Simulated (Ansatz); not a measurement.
Job for Ansatz (a quantum-chemistry and plane-wave program): R-PBE/def2-TZVPP on FGeH3 (SMILES [F][GeH3]), atoms moved off the minimum.

Ansatz 0.2 input:
```yaml
crystal:
  periodic: [false, false, false]
  atoms:
    - {symbol: Ge, position_ang: [-0.24390702, 0.12854040, -0.10823243]}
    - {symbol: F, position_ang: [1.33863585, -0.55971915, 0.21428808]}
    - {symbol: H, position_ang: [-0.91459188, -0.80602763, -1.15257414]}
    - {symbol: H, position_ang: [-0.01251960, 1.61300038, -0.52845296]}
    - {symbol: H, position_ang: [-1.08475411, 0.07736537, 1.31645491]}
basis:
  gaussian:
    orbitals: def2-TZVPP
hamiltonian:
  xc: {name: PBE}
scf: {lower_state_search: off}
output: {forces: true}
```

Program output:

```
WARN ansatz: RAYON_NUM_THREADS=1 ignored (pool sized by the plan → 1); use --threads N
Functional definition: PBE
these checks for a lower state are left out or cut short: stability, starts, cluster_reference, orbital_swaps, neighbouring_geometries, increment
integrals: 0.03 GiB planned
691 factors; their error is unknown
mean field: 0.29 GiB planned
mean field evaluation 1: about -59272.0092 eV, gradient 4.4e1 eV
mean field evaluation 2: about -59259.1168 eV, gradient 1.1e2 eV
mean field evaluation 4: about -59274.3973 eV, gradient 4.5e0 eV
mean field evaluation 8: about -59274.4135 eV, gradient 3.2e-2 eV
mean field evaluation 16: about -59274.4013 eV, gradient 8.3e-6 eV
mean field -59274.40134791 eV, -2178.2940719036 hartree, gradient 3.2e-6 eV, S^2 0.000000; 0 other end points of the search recorded, 0 dependent functions left out
the calculation of the forces begins
reference -59274.40137872 eV, -2178.2940730358 hartree; 22, 22 occupied and 99, 99 virtual orbitals, 691 factors
Total energy: -59274.40137872 eV, -2178.2940730358 hartree
Atom 0 at    -0.243907     0.128540    -0.108232 Å, force    -0.984144     0.128503     1.188839 eV/Å
Atom 1 at     1.338636    -0.559719     0.214288 Å, force     0.173174    -0.050064     0.018829 eV/Å
Atom 2 at    -0.914592    -0.806028    -1.152574 Å, force     0.111548     0.190800     0.010666 eV/Å
Atom 3 at    -0.012520     1.613000    -0.528453 Å, force    -0.024256    -0.294407    -0.062031 eV/Å
Atom 4 at    -1.084754     0.077365     1.316455 Å, force     0.723678     0.025168    -1.156304 eV/Å
Dipole moment:    -0.352219     0.167542    -0.126662 e Å
Checks for a lower state left out: stability, starts, cluster_reference, orbital_swaps, neighbouring_geometries, increment
```

The calculation finished and met its thresholds.

Cost: around 0.7 core-seconds (rough).
